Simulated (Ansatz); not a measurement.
Ansatz results at the PBE0-D4/def2-TZVP geometry: size of the dipole moment (B3LYP/def2-TZVPP) 2.01 D; HOMO–LUMO gap (PBE0/def2-TZVPP) 7.09 eV; HOMO–LUMO gap (PBE/def2-TZVPP) 4.90 eV.

Each molecule was computed in one conformer, which needn't be the lowest.

**Question.** Which molecule gave them?
A. `NC(F)([SiH3])S`
B. `CS[SiH](N)F`
C. `[OH][GaH][NH][InH2]`
D. `C[SiH2][Al]([AlH2])[AlH2]`

**Answer.** A. The others give `C[SiH2][Al]([AlH2])[AlH2]`: 0.86, 3.88, 2.27; `CS[SiH](N)F`: 0.69, 7.31, 5.18; `[OH][GaH][NH][InH2]`: 0.97, 5.99, 4.04.

B3LYP here is the variant with VWN-RPA as its local correlation; programs differ in this.
